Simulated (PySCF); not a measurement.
In(F) cation (FIn), SMILES [F][In] (connectivity only; charge and spin as stated), charge +1, multiplicity 2. Geometry optimised at PBE0-D3(BJ)/def2-TZVP. The multiplicity is an assumed one; other spin states were not compared. The def2 effective core potentials stand for the cores of In; spin–orbit coupling is left out.

Calculation: PBE0-D3(BJ)/def2-TZVP in PySCF.

Harmonic wavenumbers (cm⁻¹): 579. Rotational constants (GHz): 8.485 (linear); symmetry number 1.

Q: Work out the zero-point energy and the ideal-gas rigid-rotor harmonic-oscillator thermochemistry at 298.15 K and 1 atm.

A: ZPE = ½ Σ hcν = ½ × 579 cm⁻¹ = 0.83 kcal/mol. H − E(el) = 3.01 kcal/mol. Entropy in cal/(mol K): translation 40.59, rotation 15.09, vibration 0.49, spin 1.38, total 57.55. G − E(el) = -14.15 kcal/mol. Cp = 8.03 cal/(mol K).
